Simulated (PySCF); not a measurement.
`InChI=1S/C7H10ClFO/c1-3-4-2-5(9)7(4,8)6(3)10/h3-6,10H,2H2,1H3/t3-,4-,5+,6+,7-/m0/s1`

Geometry (Å), atoms numbered from 1 in this order:
```xyz
20

C     2.3144   -0.6270    0.4167
C     0.9891   -0.2688   -0.2271
C     0.4603    1.1501    0.0894
O     0.3648    1.9812   -1.0260
C    -0.8496    0.5198    0.6153
Cl   -1.4711    1.1275    2.1438
C    -1.8818    0.2287   -0.4947
F    -3.1907    0.3658   -0.1304
C    -1.3977   -1.2278   -0.5575
C    -0.2647   -0.8944    0.4221
H     2.2711   -0.4652    1.4913
H     2.5516   -1.6719    0.2315
H     3.1091   -0.0112    0.0033
H     1.0306   -0.4304   -1.3047
H     1.0199    1.6268    0.9030
H     0.0013    2.8340   -0.7622
H    -1.7354    0.8317   -1.3963
H    -2.1393   -1.8995   -0.1305
H    -1.0967   -1.5848   -1.5390
H    -0.0902   -1.5741    1.2492
```

Method used: GIAO B97-2/pcSseg-1 magnetisability, rotational g tensor and spin-rotation constants, non-relativistic, gas phase in PySCF 2.14.0. Geometry: GFN2-xTB.

(1) Give the nuclear spin-rotation constants along the inertial axes (H = +C I·J) beside the isotropic shieldings.

Results:

(1) Rotational constants 1.5091, 0.9404, 0.8515 GHz. A star marks the isotopologue with that one atom substituted, in its own axes.
| atom | isotope | Caa (kHz) | Cbb (kHz) | Ccc (kHz) | mean (kHz) | σ (ppm) |
| --- | --- | --- | --- | --- | --- | --- |
| Cl6 | 35Cl | 0.327 | 0.137 | 0.235 | 0.233 | 788.0 |
| F8 | 19F | 1.009 | 0.294 | 0.529 | 0.611 | 379.0 |
| H11 | 1H | -0.153 | -0.013 | -0.075 | -0.080 | 30.8 |
| H12 | 1H | -0.131 | -0.060 | -0.040 | -0.077 | 30.5 |
| H13 | 1H | -0.055 | -0.102 | -0.042 | -0.067 | 30.3 |
| H14 | 1H | -0.152 | -0.001 | -0.078 | -0.077 | 30.2 |
| H15 | 1H | -0.130 | 0.051 | -0.103 | -0.061 | 27.9 |
| H16 | 1H | -0.138 | -0.079 | -0.059 | -0.092 | 30.7 |
| H17 | 1H | -0.163 | -0.067 | 0.050 | -0.060 | 26.2 |
| H18 | 1H | -0.077 | -0.099 | -0.016 | -0.064 | 29.1 |
| H19 | 1H | -0.117 | 0.005 | -0.094 | -0.069 | 29.6 |
| H20 | 1H | -0.183 | -0.105 | 0.037 | -0.084 | 29.9 |
| C1 | 13C* | 0.211 | 0.142 | 0.130 | 0.161 | 164.1 |
| C2 | 13C* | 0.325 | 0.157 | 0.140 | 0.207 | 142.1 |
| C3 | 13C* | 0.362 | 0.224 | 0.208 | 0.265 | 102.9 |
| O4 | 17O* | -0.115 | -0.088 | -0.087 | -0.097 | 285.5 |
| C5 | 13C* | 0.357 | 0.205 | 0.180 | 0.247 | 115.8 |
| C7 | 13C* | 0.286 | 0.255 | 0.239 | 0.260 | 98.6 |
| C9 | 13C* | 0.211 | 0.187 | 0.156 | 0.185 | 147.5 |
| C10 | 13C* | 0.273 | 0.158 | 0.161 | 0.197 | 144.3 |

For the geometry as given, no vibrational averaging.
